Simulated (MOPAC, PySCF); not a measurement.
C₂H₄BN, SMILES `B1C(N)=C1`, neutral singlet in the gas phase. 

Cartesian coordinates (Å):
SMILES: C1BC=1N
```xyz
8

N      1.4286    -0.0285     0.0566
C      0.0964    -0.0843     0.0040
C     -0.9958     0.7188    -0.0432
B     -1.2401    -0.7055    -0.0461
H      1.9172     0.8492     0.0727
H      1.9749    -0.8688     0.0831
H     -1.2365     1.7695    -0.0575
H     -1.9447    -1.6503    -0.0695
```
Charge 0, spin multiplicity 1.

All levels are single points at this geometry (CAM-B3LYP-D3(BJ)/def2-TZVP); Pople sets use spherical d functions. Orbital energies aren't observables, and empty levels follow the basis.

```
level                                HOMO (eV)  LUMO (eV)  gap (eV)  dipole (D)  vertical IE, Delta-SCF (eV)
-----------------------------------  ---------  ---------  --------  ----------  ---------------------------
CAM-B3LYP-D3(BJ)/def2-TZVP in PySCF      -8.45       1.59     10.04        2.80                         9.44
B3LYP/6-311+G** in PySCF                 -6.98      -0.22      6.76        2.76                            –
BP86/6-31G* in PySCF                     -5.78       0.19      5.97        3.09                            –
PBE/6-31G* in PySCF                      -5.69       0.28      5.97        3.10                         9.17
HF/6-31G* in PySCF                       -9.45       5.32     14.77        2.67                            –
PM3 in MOPAC                             -9.26       1.05     10.32        3.59                            –
```
